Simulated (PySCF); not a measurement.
Caution: the highest occupied level lies above zero, a sign of self-interaction error and of too few diffuse functions.

Delta-SCF ions had no search for a lower state. 

## CH2N, SMILES `C=[N-]` (charge -1, multiplicity 1)

Level of theory: M06-2X/def2-TZVPD // B3LYP-D3(BJ)/def2-TZVPD run with PySCF.

```yaml
HOMO: 0.53 eV
vertical detachment energy (Delta-SCF): 0.54 eV
total_energy: -93.9857 Ha
cost: about 40 core-seconds (a rough figure)
```

Bonds (Å): C1–N2 1.236, C1–H3 1.151, C1–H4 1.151. Bond angles (°): N2–C1–H3 126.1, N2–C1–H4 126.1, H3–C1–H4 107.7.
Charge -1, spin multiplicity 1.
